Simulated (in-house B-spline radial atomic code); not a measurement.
A fraction x of an electron is removed from 5p in Ba4+, starting from [Kr] 4d10 5s2 5p4 and keeping the highest spin. Method: scalar-relativistic (X2C) PBEsol, spin-polarised, spherical fractional occupations, Fermi nucleus of rms radius 4.8378 fm. Calculated with a radial B-spline atomic code at the basis-set limit.

```tsv
x	E(x) - E(0) (eV)	5p down level (eV)
0	0.0000	-52.929
0.08	4.2705	-53.835
0.13	6.9764	-54.401
0.31	16.9524	-56.443
0.41	22.6534	-57.579
0.5	27.8815	-58.602
0.54	30.2347	-59.056
0.74	42.2734	-61.331
0.82	47.2162	-62.241
0.93	54.1316	-63.493
1	58.6039	-
```

The exact functional would give a straight line between the two integer points. Deviations E(x) - E(0) - x[E(1) - E(0)], in eV: -0.418 at x = 0.08, -0.642 at x = 0.13, -1.215 at x = 0.31, -1.374 at x = 0.41, -1.42 at x = 0.5, -1.411 at x = 0.54, -1.093 at x = 0.74, -0.839 at x = 0.82, -0.37 at x = 0.93.

The curve lies below the straight line by up to 1.42 eV (at x = 0.5): convex, the delocalisation error that favours fractional charges.

Task: How well does Slater's transition state (minus the level at half occupation) give the ionisation energy?

Result: It gives 58.602 eV against 58.604 eV from the two total energies; NIST lists 58.00 eV, ground level to ground level.
